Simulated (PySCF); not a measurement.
## How methods differ on the electron affinity of Tc

Tc⁻ [Kr] 4d6 5s2 (5D) → Tc [Kr] 4d5 5s2 (6S), as a difference of total energies. Calculation: PySCF 2.14, in def2-QZVPPD with the def2 core potential (28 electrons) (7s5p4d4f2g, 88 functions); scalar relativity through the core potential. Correlated levels: valence: 4s2 4p6 frozen. The calculations carry no spin-orbit coupling.

| method | electron affinity (eV) |
| --- | --- |
| UHF | -1.165 |
| MP2 (valence) | 0.094 |
| SCS-MP2 (valence) | 0.319 |
| CCSD (valence) | 0.087 |
| CCSD(T) (valence) | 0.240 |

A negative affinity means that the anion lies above the atom at that level of theory.

The coupled-cluster amplitudes are large for Tc⁻ (T1 above 0.03 or a double amplitude above 0.15), so a single reference is strained.
